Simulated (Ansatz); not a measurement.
The same molecule with X = F, Cl, Br. Ansatz, PBE0-D4/def2-TZVP geometries, multiplicity 1. Each molecule was computed in one conformer, which needn't be the lowest.

Scalar relativity is left out up to krypton. Spin–orbit coupling is left out; it splits and shifts lone-pair levels of the heavy atoms by tenths of an eV.

| X | molecule | mean X–Si bond length / Å | HOMO energy (PBE/def2-TZVPP) / eV | HOMO–LUMO gap (PBE/def2-TZVPP) / eV | size of the dipole moment (ωB97M-V/def2-TZVPP) / D |
| --- | --- | --- | --- | --- | --- |
| F | `N[Si](N)(O)F` | 1.605 | -6.13 | 6.03 | 1.10 |
| Br | `N[Si](N)(O)Br` | 2.252 | -6.24 | 6.02 | 1.44 |

Give the row for X = Cl, `N[Si](N)(O)Cl`. (An estimate is asked.)

Computed: 
```json
{"X": "Cl", "molecule": "`N[Si](N)(O)Cl`", "mean X–Si bond length / Å": "2.078", "HOMO energy (PBE/def2-TZVPP) / eV": "-6.24", "HOMO–LUMO gap (PBE/def2-TZVPP) / eV": "6.11", "size of the dipole moment (ωB97M-V/def2-TZVPP) / D": "1.21"}
```

From F to Br the mean X–Si bond length rises at each step, by 0.647 Å in all; the HOMO energy (PBE/def2-TZVPP) isn't monotonic: highest at F, lowest at Cl; the HOMO–LUMO gap (PBE/def2-TZVPP) isn't monotonic: highest at Cl, lowest at Br. Bonds lengthen as the atom grows down the group. Dipoles are sizes alone, and their direction can turn along the series.
